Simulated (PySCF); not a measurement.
H₃O₃Sc, SMILES [OH][Sc]([OH])[OH].

Geometry optimised at B3LYP-D3(BJ)/def2-SVP. The values are those of a single conformer.

Two levels are set side by side: PBE/def2-TZVPD (PySCF) and CAM-B3LYP/def2-TZVPD (PySCF). Same geometry, gas phase. Differences are taken from unrounded values.

```
quantity                     CAM-B3LYP
---------------------------  ---------
orbital gap (eV)                  9.22
highest occupied level (eV)      -9.90
lowest empty level (eV)          -0.68
mean polarisability (bohr³)       45.7
```

What does PBE give, and how far is it from CAM-B3LYP? (An estimate is asked for; the answer gives what the named calculation found.)


```tsv
quantity	PBE	PBE minus CAM-B3LYP
orbital gap (eV)	4.42	-4.80
highest occupied level (eV)	-6.75	3.15
lowest empty level (eV)	-2.32	-1.64
mean polarisability (bohr³)	50.8	5.0
```

PBE's occupied levels lie high since its potential decays too fast outside the molecule; exact exchange lowers them and widens the gap. PBE's more diffuse valence density responds more strongly to a field. Differences between two approximate levels are no errors against the true value.

Rough cost on one machine, each run with all the roots and properties that it gave: CAM-B3LYP against PBE within a factor of 2.
